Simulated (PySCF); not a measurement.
C₉H₁₀.
Atom-mapped SMILES: `[CH:1]#[C:2]/[CH:3]=[CH:4]\[C:5]([CH:6]=[CH2:7])=[CH:8]/[CH3:9]` (hydrogens: H10 on C1; H11 on C3; H12 on C4; H13 on C6; H14, H15 on C7; H16 on C8; H17, H18, H19 on C9)

Computed with PySCF at B3LYP/def2-SVPD, non-relativistic, on one gas-phase PBE0-D3(BJ)/def2-SVP geometry that isn't relaxed in the solvent. The solvent is an IEF-PCM continuum (cavity from Bondi-type radii × 1.2), and excitations are vertical TDDFT with non-equilibrium linear response and a frozen core. Only the electrostatic response of the medium enters.

Gas-phase singlets (H = HOMO, L = LUMO):

```tsv
state	E (eV)	λ (nm)	f	leading configurations
S1	4.188	296	0.304	H→L 77%, H-1→L 17%
S2	4.605	269	0.195	H-1→L 56%, H→L 17%, H→L+1 16%
S3	4.773	260	0.036	H→L+1 57%, H-2→L 35%
S4	5.046	246	0.056	H-2→L 51%, H-1→L 21%, H→L+1 20%
S5	5.517	225	0.012	H→L+2 85%
```

Question: Give the list for chloroform (ε = 4.711), n² = 2.09.

Answer: 
| state | E (eV) | λ (nm) | f | leading configurations | change by rank (eV) |
| --- | --- | --- | --- | --- | --- |
| S1 | 4.087 | 303 | 0.504 | H→L 90% | -0.101 |
| S2 | 4.611 | 269 | 0.151 | H-1→L 64%, H→L+1 20% | +0.006 |
| S3 | 4.760 | 260 | 0.066 | H→L+1 66%, H-2→L 20%, H-1→L 8% | -0.013 |
| S4 | 5.067 | 245 | 0.042 | H-2→L 68%, H-1→L 18%, H→L+1 8% | +0.021 |
| S5 | 5.550 | 223 | 0.019 | H→L+2 88% | +0.033 |

Question: The ground-state energy changes by -0.133 eV from gas to chloroform. By how much does the total energy of gas-phase S1 change?

Answer: E(S1) = E(S0) + excitation energy, so it changes by -0.133 − 0.101 = -0.234 eV: it is lowered more than the ground state, which is what a red shift means. This is the vertical state, with the slow part of the continuum still set for S0.

Question: How do the frontier levels move from gas to chloroform?

Answer: 
| orbital | gas (eV) | solvent (eV) | change (eV) | Löwdin shares, gas | Löwdin shares, solvent |
| --- | --- | --- | --- | --- | --- |
| LUMO+2 | 0.40 | 0.49 | +0.09 | C9 13 %, C3 12 %, H11 10 %, C2 9 % | C2 17 %, C1 15 %, C3 14 %, H11 11 % |
| LUMO+1 | -0.48 | -0.50 | -0.02 | C7 24 %, C6 22 %, C4 8 %, C5 7 % | C7 25 %, C6 23 %, C4 8 %, C5 7 % |
| LUMO | -1.71 | -1.70 | +0.01 | C8 20 %, C3 17 %, C4 16 %, C1 11 % | C8 20 %, C3 16 %, C4 16 %, C1 11 % |
| HOMO | -6.02 | -6.03 | -0.01 | C8 20 %, C3 13 %, C5 13 %, C1 12 % | C8 20 %, C5 13 %, C3 13 %, C1 11 % |
| HOMO-1 | -7.10 | -7.15 | -0.05 | C7 23 %, C6 20 %, C1 15 %, C2 13 % | C7 23 %, C6 20 %, C1 15 %, C2 12 % |
| HOMO-2 | -7.66 | -7.75 | -0.09 | C1 36 %, C2 34 %, C3 6 %, C4 4 % | C1 36 %, C2 34 %, C3 6 %, C4 5 % |
| HOMO-3 | -8.50 | -8.54 | -0.04 | C2 18 %, C5 14 %, C1 14 %, C6 14 % | C2 17 %, C5 15 %, C6 14 %, C1 14 % |

The HOMO–LUMO gap goes from 4.31 to 4.32 eV. Rows go by rank; for LUMO+2 the atom shares or the degeneracy differ between the runs, so the row needn't follow one orbital.

The values belong to the conformer `[CH:1]#[C:2]/[CH:3]=[CH:4]\[C:5]([CH:6]=[CH2:7])=[CH:8]/[CH3:9]`: C3–C4–C5–C6 11°, C4–C5–C6–C7 -140°.
